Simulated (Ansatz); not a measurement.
One change: `C[S][GeH2][OH]` becomes `C[S][GeH2][SiH3]`.

Ansatz, PBE0-D4/def2-TZVP geometries, multiplicity 1. Each molecule was computed in one conformer, which needn't be the lowest.

Scalar relativity is left out up to krypton.

| property | `C[S][GeH2][OH]` |
| --- | --- |
| HOMO–LUMO gap (ωB97M-V/def2-TZVPP) / eV | 10.95 |
| size of the dipole moment (PBE/def2-TZVPP) / D | 2.33 |
| HOMO energy (PBE/def2-TZVPP) / eV | -5.79 |
| HOMO–LUMO gap (PBE/def2-TZVPP) / eV | 4.95 |
| HOMO energy (PBE0/def2-TZVPP) / eV | -7.02 |
| LUMO energy (PBE/def2-TZVPP) / eV | -0.84 |

**Question.** Give the same properties after the change, and the shifts. (Estimate.)

**Answer.** The calculation gave: 
| property | `C[S][GeH2][SiH3]` | shift |
| --- | --- | --- |
| HOMO–LUMO gap (ωB97M-V/def2-TZVPP) / eV | 10.27 | -0.68 |
| size of the dipole moment (PBE/def2-TZVPP) / D | 1.35 | -0.98 |
| HOMO energy (PBE/def2-TZVPP) / eV | -5.48 | 0.31 |
| HOMO–LUMO gap (PBE/def2-TZVPP) / eV | 4.34 | -0.61 |
| HOMO energy (PBE0/def2-TZVPP) / eV | -6.64 | 0.38 |
| LUMO energy (PBE/def2-TZVPP) / eV | -1.13 | -0.29 |

With PBE0 the HOMO rises by 0.38 eV and the LUMO falls by 0.34 eV, so the gap narrows by about 0.72 eV. PBE moves the HOMO by 0.31 eV and ωB97M-V by 0.46 eV. Dipoles are sizes alone; their direction can turn.
